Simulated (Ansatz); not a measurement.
Input file for Ansatz (a quantum-chemistry and plane-wave program): U-CCSD(T)/cc-pVDZ on GaH3Se (SMILES [GaH2][SeH]), a point of a bond scan (R = 1.324 Å). The run froze 28 orbitals, filled d shells among them.

Ansatz 0.2 input:
```yaml
crystal:
  periodic: [false, false, false]
  atoms:
    - {symbol: Ga, position_ang: [0.27485932, 0.01121965, -1.15295017]}
    - {symbol: H, position_ang: [-0.80375620, -0.57601799, -2.11691732]}
    - {symbol: H, position_ang: [1.66169621, 0.60371444, -1.55587958]}
    - {symbol: Se, position_ang: [-0.30399105, -0.02839877, 1.11359069]}
    - {symbol: H, position_ang: [0.83100611, 0.52820756, 1.50831085]}
basis:
  gaussian:
    orbitals: cc-pVDZ
correlation: {method: ccsd_t, electrons: outside_noble_gas}
scf: {omitted_lower_state_checks: [cluster_reference]}
magnetization: {spin_polarized: true, initial_magnetization: 0}
```

Program output:

```
WARN ansatz: RAYON_NUM_THREADS=1 ignored (pool sized by the plan → 1); use --threads N
Functional definition: HF
these checks for a lower state are left out or cut short: cluster_reference
integrals: 0.08 GiB planned
777 factors; integrals over basis functions are off by at most 8.8e-4 eV
mean field: 0.33 GiB planned
mean field evaluation 1: about -117682.7481 eV, gradient 8.9e0 eV
mean field evaluation 2: about -117682.7504 eV, gradient 8.9e0 eV
mean field evaluation 4: about -117683.5177 eV, gradient 9.5e-1 eV
mean field evaluation 8: about -117683.5277 eV, gradient 8.2e-7 eV
mean field -117683.52773632 eV, -4324.7898755496 hartree, gradient 1.2e-6 eV, S^2 0.000000; 0 other end points of the search recorded, 0 dependent functions left out
28 core orbitals not correlated
reference -117683.52773632 eV, -4324.7898755496 hartree; 6, 6 occupied and 35, 35 virtual orbitals, 777 factors
second order -5.00009101 eV of doubles, -0.00000000 eV of singles
coupled cluster: 0.13 GiB planned
cycle   1  -5.63732291 eV  change   -6.4e-1 eV  update   6.3e-2
cycle   2  -5.85668641 eV  change   -2.2e-1 eV  update   2.1e-2
cycle   3  -5.87822742 eV  change   -2.2e-2 eV  update   8.2e-3
cycle   4  -5.87545865 eV  change    2.8e-3 eV  update   3.3e-3
cycle   5  -5.87467604 eV  change    7.8e-4 eV  update   1.2e-3
cycle   6  -5.87457672 eV  change    9.9e-5 eV  update   3.5e-4
cycle   7  -5.87460279 eV  change   -2.6e-5 eV  update   1.1e-4
cycle   8  -5.87463003 eV  change   -2.7e-5 eV  update   3.0e-5
cycle   9  -5.87462656 eV  change    3.5e-6 eV  update   8.7e-6
perturbative correction -0.13917603 eV, -0.0051146246 hartree
Total energy: -117689.54153891 eV, -4325.0108787185 hartree
Checks for a lower state left out: cluster_reference
```

The calculation finished and met its thresholds.

Cost: roughly 2.1 core-seconds.
